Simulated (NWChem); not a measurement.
System: C₃HClF₂; SMILES FC=C=C(F)Cl

NWChem input:

```
start job
memory heap 200 mb stack 900 mb global 1100 mb
geometry units angstroms noautosym nocenter noautoz
  F      0.309011    -2.880339    -0.443226
  C      0.075610    -1.951520     0.499879
  C     -0.168922    -0.684480     0.233850
  C     -0.394667     0.596104     0.033324
  F     -1.609326     1.125447    -0.136898
  Cl     0.849815     1.804099    -0.044218
  H      0.111921    -2.379451     1.518971
end
basis spherical
  * library 6-31g*
end
dft
  xc hfexch
  iterations 150
  mulliken
end
task dft energy
esp
  recalculate
  probe 0.07
  range 0.3
  factor 1.0
  spacing 0.02
end
task esp
```

Output (shortened):

```
             Northwest Computational Chemistry Package (NWChem) 7.3.0
             --------------------------------------------------------

                             Geometry "geometry" -> ""
                             -------------------------

 Output coordinates in angstroms (scale by  1.889725989 to convert to a.u.)

  No.       Tag          Charge          X              Y              Z
 ---- ---------------- ---------- -------------- -------------- --------------
    1 F                    9.0000     0.30901100    -2.88033900    -0.44322600
    2 C                    6.0000     0.07561000    -1.95152000     0.49987900
    3 C                    6.0000    -0.16892200    -0.68448000     0.23385000
    4 C                    6.0000    -0.39466700     0.59610400     0.03332400
    5 F                    9.0000    -1.60932600     1.12544700    -0.13689800
    6 Cl                  17.0000     0.84981500     1.80409900    -0.04421800
    7 H                    1.0000     0.11192100    -2.37945100     1.51897100

 Effective nuclear repulsion energy (a.u.)     253.3900552077

  xc_inp: hfexch multiplicative factor not found.

                                 NWChem DFT Module
                                 -----------------

 Summary of "ao basis" -> "ao basis" (spherical)
 ------------------------------------------------------------------------------
       Tag                 Description            Shells   Functions and Types
 ---------------- ------------------------------  ------  ---------------------
 F                           6-31g*                  6       14   3s2p1d
 C                           6-31g*                  6       14   3s2p1d
 Cl                          6-31g*                  8       18   4s3p1d
 H                           6-31g*                  2        2   2s

            General Information
            -------------------
          SCF calculation type: DFT
          Wavefunction type:  closed shell.
          No. of atoms     :     7
          No. of electrons :    54
           Alpha electrons :    27
            Beta electrons :    27
          Charge           :     0
          Spin multiplicity:     1
          Use of symmetry is: off; symmetry adaption is: off
          Maximum number of iterations: 150
          AO basis - number of functions:    90
                     number of shells:    40
          Convergence on energy requested:  1.00D-06
          Convergence on density requested:  1.00D-05
          Convergence on gradient requested:  5.00D-04

              XC Information
              --------------
                     Hartree-Fock (Exact) Exchange  1.000

      Superposition of Atomic Density Guess
      -------------------------------------

 Sum of atomic energies:        -771.67424175

      Non-variational initial energy
      ------------------------------

 Total energy =    -773.814822
 1-e energy   =   -1570.170835
 2-e energy   =     542.965958
 HOMO         =      -0.256813
 LUMO         =       0.028247

     ---------------------------------------------
      Total Density - Mulliken Population Analysis
     ---------------------------------------------

    Atom       Charge   Shell Charges
 -----------   ------   -------------------------------------------------------
    1 F    9     9.44   2.00  0.95  3.39  1.00  2.10  0.01
    2 C    6     5.60   2.00  0.68  1.56  0.54  0.76  0.07
    3 C    6     6.31   2.00  0.74  2.07  0.52  0.96  0.02
    4 C    6     5.26   2.00  0.63  1.37  0.49  0.69  0.08
    5 F    9     9.42   2.00  0.94  3.37  1.00  2.09  0.01
    6 Cl  17    17.14   2.00  2.00  5.98  1.38  3.61  0.53  1.62  0.02
    7 H    1     0.81   0.47  0.35

[...]

                     NWChem Electrostatic Potential Fit Module
                     -----------------------------------------

 Atom parameters

 Number of atoms is                                    7
 Number of basis functions is                         90

 Grid parameters

 Maximum number of grid points is                  34071
 Number of grid points is                          34070
 Grid range                                     0.300000 nm
 Grid spacing                                   0.020000 nm
 Probe radius                                   0.070000 nm
 Atom radius factor                             1.000000

 Atomic radii

    1    0.100000
    6    0.147000
    9    0.128000
   17    0.169000
 FASTESP  F
  using M.O. file = ./job.movecs

    Atom              Coordinates                           Charge

                                                  ESP

    1 F     0.030901   -0.288034   -0.044323   -0.181240
    2 C     0.007561   -0.195152    0.049988    0.241633
    3 C    -0.016892   -0.068448    0.023385   -0.288925
    4 C    -0.039467    0.059610    0.003332    0.408324
    5 F    -0.160933    0.112545   -0.013690   -0.185217
    6 Cl    0.084982    0.180410   -0.004422   -0.104043
    7 H     0.011192   -0.237945    0.151897    0.109467
                                            ------------
                                               -0.000000

 Dipole moment                                  0.732611

 Quadrupole moment Qxx                         -1.439753
                   Qyy                         -3.807832
                   Qzz                          5.247585

 RMS deviation kJ/mol                           0.080314

 RRMS %                                        39.393238
```

Level: Hartree-Fock/6-31G* (spherical d). All runs use the structure optimised with PBE-D3(BJ)/def2-SVP.
